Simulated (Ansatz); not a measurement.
Ansatz (a program for electronic structure) job for C4H2ClF, SMILES Cl/C(=C/C#C)F, PBE0/def2-SVPD. Coordinates come from a B3LYP-D3(BJ)/def2-SVP optimisation. The structure was generated by enumeration; whether it is a known compound was not checked.

Ansatz 0.2 input:
```yaml
crystal:
  periodic: [false, false, false]
  atoms:
    - {symbol: C, position_ang: [-0.05429819, 3.16282667, 0.00000000]}
    - {symbol: C, position_ang: [-0.35694845, 1.98702264, -0.00000000]}
    - {symbol: C, position_ang: [-0.74541406, 0.62256094, 0.00000000]}
    - {symbol: C, position_ang: [0.13527117, -0.39329148, -0.00000000]}
    - {symbol: F, position_ang: [1.44285867, -0.20855702, -0.00000000]}
    - {symbol: Cl, position_ang: [-0.30998031, -2.05691652, 0.00000000]}
    - {symbol: H, position_ang: [0.22051541, 4.20062880, 0.00000001]}
    - {symbol: H, position_ang: [-1.80824093, 0.36925265, -0.00000000]}
basis:
  gaussian:
    orbitals: def2-SVPD
hamiltonian:
  xc: {name: PBE0}
```

Log of the run:

```
WARN ansatz: RAYON_NUM_THREADS=1 ignored (pool sized by the plan → 1); use --threads N
Functional definition: PBE0
integrals: 0.08 GiB planned
1275 factors; their error is unknown
mean field: 0.66 GiB planned
mean field evaluation 1: about -19391.4488 eV, gradient 4.5e1 eV
mean field evaluation 2: about -19386.8507 eV, gradient 6.0e1 eV
mean field evaluation 4: about -19396.7711 eV, gradient 4.0e0 eV
mean field evaluation 8: about -19396.8079 eV, gradient 1.5e-1 eV
mean field evaluation 16: about -19396.8916 eV, gradient 1.5e-4 eV
mean field -19396.89157260 eV, -712.8226176077 hartree, gradient 2.8e-5 eV, S^2 0.000000; 0 other end points of the search recorded, 0 dependent functions left out
reference -19396.89161009 eV, -712.8226189853 hartree; 26, 26 occupied and 120, 120 virtual orbitals, 1275 factors
Total energy: -19396.89161009 eV, -712.8226189853 hartree
```

Self-consistency was reached.
